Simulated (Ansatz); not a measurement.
Steps of a relaxation of `N=[CH][Ga]([F])[SiH3]` with RKS PBE0-D4/def2-TZVP.

```sh
$ ansatz run in.yaml --threads 4 --pin off --events-out ev --progress --plain --max-ram 10444MiB
```

```yaml
crystal:
  periodic: [false, false, false]
  atoms:
    - {symbol: N, position_ang: [-0.580405, 1.399718, -2.052996]}
    - {symbol: C, position_ang: [-0.277519, 0.152578, -2.029681]}
    - {symbol: Ga, position_ang: [0.163906, -0.867554, -0.356297]}
    - {symbol: F, position_ang: [0.536275, -2.596087, -0.591781]}
    - {symbol: Si, position_ang: [0.251385, -0.027550, 1.916724]}
    - {symbol: H, position_ang: [-0.566064, 1.810680, -1.097272]}
    - {symbol: H, position_ang: [-0.266378, -0.376420, -3.011497]}
    - {symbol: H, position_ang: [-0.158153, 1.421722, 1.975703]}
    - {symbol: H, position_ang: [1.654853, -0.145954, 2.451074]}
    - {symbol: H, position_ang: [-0.674801, -0.822132, 2.799122]}
basis:
  gaussian: {orbitals: def2-TZVP}
hamiltonian: {xc: pbe0, dispersion: d4}
relax: {f_tol: 0.005, max_steps: 150}
```

Positions (Å) and forces (eV/Å) along the path, 11 of 11 steps:

```xyz
10
step=1 energy=-65567.9173 eV
N    -0.580    1.400   -2.053    0.262   -0.780    0.598
C    -0.278    0.153   -2.030   -0.149    0.454   -0.310
Ga    0.164   -0.868   -0.356    0.032   -0.203   -0.131
F     0.536   -2.596   -0.592   -0.102    0.466    0.048
Si    0.251   -0.028    1.917    0.025    0.065    0.284
H    -0.566    1.811   -1.097   -0.013   -0.244   -0.593
H    -0.266   -0.376   -3.011   -0.031    0.369    0.496
H    -0.158    1.422    1.976    0.087   -0.322   -0.037
H     1.655   -0.146    2.451   -0.313    0.022   -0.139
H    -0.675   -0.822    2.799    0.202    0.173   -0.216
10
step=2 energy=-65567.9529 eV
N    -0.574    1.384   -2.046    0.044   -0.106    0.245
C    -0.277    0.148   -2.021   -0.011    0.019   -0.107
Ga    0.160   -0.847   -0.347    0.026   -0.180   -0.104
F     0.531   -2.565   -0.587   -0.041    0.196    0.028
Si    0.253   -0.030    1.919    0.000    0.043    0.066
H    -0.563    1.793   -1.102   -0.011   -0.030   -0.216
H    -0.267   -0.369   -2.994   -0.002    0.086    0.156
H    -0.155    1.405    1.962    0.025   -0.077    0.018
H     1.645   -0.150    2.438   -0.082    0.005   -0.031
H    -0.669   -0.820    2.783    0.054    0.044   -0.054
10
step=3 energy=-65567.9560 eV
N    -0.578    1.377   -2.040    0.053   -0.007    0.017
C    -0.273    0.145   -2.015   -0.036   -0.018   -0.016
Ga    0.161   -0.852   -0.349    0.034   -0.020   -0.021
F     0.535   -2.561   -0.593   -0.013    0.043    0.017
Si    0.250   -0.025    1.913   -0.005   -0.006    0.004
H    -0.555    1.796   -1.107   -0.035    0.027    0.007
H    -0.272   -0.370   -2.982   -0.002   -0.009   -0.019
H    -0.153    1.405    1.975   -0.004    0.008   -0.011
H     1.637   -0.149    2.430    0.017   -0.006    0.008
H    -0.669   -0.817    2.771   -0.009   -0.012    0.014
10
step=4 energy=-65567.9556 eV rejected
N    -0.566    1.380   -2.046   -0.075   -0.027    0.007
C    -0.280    0.144   -2.017    0.061    0.021   -0.009
Ga    0.163   -0.847   -0.351   -0.056    0.008    0.030
F     0.526   -2.558   -0.582    0.015   -0.021   -0.007
Si    0.252   -0.027    1.915    0.012    0.000   -0.020
H    -0.574    1.795   -1.111    0.041    0.036    0.013
H    -0.262   -0.368   -2.984    0.002   -0.019   -0.035
H    -0.151    1.402    1.976   -0.006    0.020    0.000
H     1.639   -0.152    2.431    0.023   -0.003    0.011
H    -0.664   -0.820    2.773   -0.017   -0.016    0.010
10
step=5 energy=-65567.9565 eV
N    -0.574    1.377   -2.046    0.012   -0.023    0.006
C    -0.276    0.144   -2.017   -0.019    0.033   -0.018
Ga    0.162   -0.848   -0.349    0.003   -0.002   -0.003
F     0.534   -2.556   -0.588    0.001    0.000    0.006
Si    0.251   -0.027    1.917    0.001   -0.002    0.001
H    -0.560    1.800   -1.114   -0.003    0.006    0.002
H    -0.273   -0.371   -2.985    0.005   -0.010    0.005
H    -0.152    1.403    1.976    0.000    0.002    0.000
H     1.639   -0.153    2.435    0.001   -0.002    0.001
H    -0.668   -0.820    2.774   -0.001   -0.002    0.001
10
step=6 energy=-65567.9566 eV
N    -0.576    1.378   -2.050   -0.002    0.010    0.003
C    -0.278    0.144   -2.019    0.002   -0.007    0.000
Ga    0.163   -0.844   -0.349   -0.002    0.004    0.001
F     0.537   -2.553   -0.584    0.002   -0.006    0.000
Si    0.252   -0.028    1.918    0.001    0.000    0.005
H    -0.564    1.803   -1.119    0.000   -0.005   -0.008
H    -0.272   -0.374   -2.985   -0.001    0.003    0.001
H    -0.147    1.404    1.980    0.000    0.001    0.001
H     1.639   -0.160    2.438    0.000   -0.001    0.000
H    -0.670   -0.821    2.772    0.000    0.000   -0.001
10
step=7 energy=-65567.9566 eV
N    -0.578    1.377   -2.053   -0.001    0.005    0.003
C    -0.278    0.145   -2.019    0.000   -0.006   -0.013
Ga    0.163   -0.842   -0.349    0.000    0.000    0.002
F     0.540   -2.551   -0.582    0.000    0.002   -0.002
Si    0.253   -0.028    1.919    0.000    0.001    0.004
H    -0.567    1.805   -1.124    0.000   -0.001    0.000
H    -0.272   -0.375   -2.985    0.001    0.000    0.006
H    -0.143    1.404    1.985    0.000    0.000    0.000
H     1.638   -0.165    2.440   -0.001   -0.001    0.000
H    -0.673   -0.821    2.770    0.000    0.000   -0.001
10
step=8 energy=-65567.9567 eV
N    -0.581    1.377   -2.057   -0.002    0.006    0.000
C    -0.279    0.145   -2.020    0.001   -0.007   -0.007
Ga    0.163   -0.840   -0.348    0.001   -0.001    0.002
F     0.544   -2.547   -0.581   -0.001    0.003   -0.002
Si    0.253   -0.029    1.921    0.000    0.000    0.001
H    -0.571    1.807   -1.128    0.001    0.000    0.002
H    -0.272   -0.377   -2.984    0.000    0.000    0.004
H    -0.137    1.405    1.989    0.001   -0.001    0.000
H     1.638   -0.172    2.443   -0.001    0.000    0.000
H    -0.676   -0.819    2.770    0.000    0.001   -0.001
10
step=9 energy=-65567.9567 eV
N    -0.584    1.376   -2.060   -0.003    0.003   -0.004
C    -0.280    0.144   -2.021    0.001   -0.004    0.002
Ga    0.164   -0.837   -0.348    0.000    0.000    0.000
F     0.548   -2.544   -0.582    0.000    0.002    0.000
Si    0.254   -0.029    1.923    0.001    0.001    0.001
H    -0.575    1.808   -1.132    0.001    0.000    0.003
H    -0.271   -0.379   -2.984    0.000    0.000    0.001
H    -0.131    1.406    1.993    0.000   -0.001   -0.002
H     1.637   -0.179    2.446   -0.001    0.000    0.000
H    -0.680   -0.817    2.769    0.000    0.000   -0.001
10
step=10 energy=-65567.9567 eV
N    -0.586    1.376   -2.061    0.002   -0.001   -0.004
C    -0.281    0.144   -2.021   -0.002    0.001    0.006
Ga    0.165   -0.836   -0.347    0.005   -0.002   -0.001
F     0.552   -2.542   -0.583   -0.001    0.001    0.000
Si    0.255   -0.029    1.924   -0.001    0.001   -0.004
H    -0.577    1.808   -1.134   -0.001    0.000    0.003
H    -0.271   -0.380   -2.983    0.000    0.000   -0.002
H    -0.126    1.407    1.992    0.000   -0.001    0.002
H     1.636   -0.184    2.449   -0.001    0.000   -0.001
H    -0.683   -0.815    2.767    0.000    0.001    0.001
10
step=11 energy=-65567.9567 eV
N    -0.587    1.375   -2.060    0.000   -0.004   -0.002
C    -0.281    0.144   -2.021    0.002    0.003    0.003
Ga    0.166   -0.836   -0.347   -0.001   -0.002   -0.001
F     0.553   -2.542   -0.584    0.000    0.002    0.001
Si    0.255   -0.029    1.923    0.001    0.000   -0.003
H    -0.578    1.807   -1.133    0.000    0.001    0.002
H    -0.272   -0.380   -2.983   -0.001    0.000   -0.002
H    -0.125    1.408    1.992    0.000   -0.001    0.001
H     1.636   -0.185    2.450   -0.001    0.001    0.001
H    -0.684   -0.814    2.766    0.000    0.001    0.001
```

Run time 44 s (4 threads of an Arm Neoverse V2 on a shared host); peak host memory 0.64 GiB.
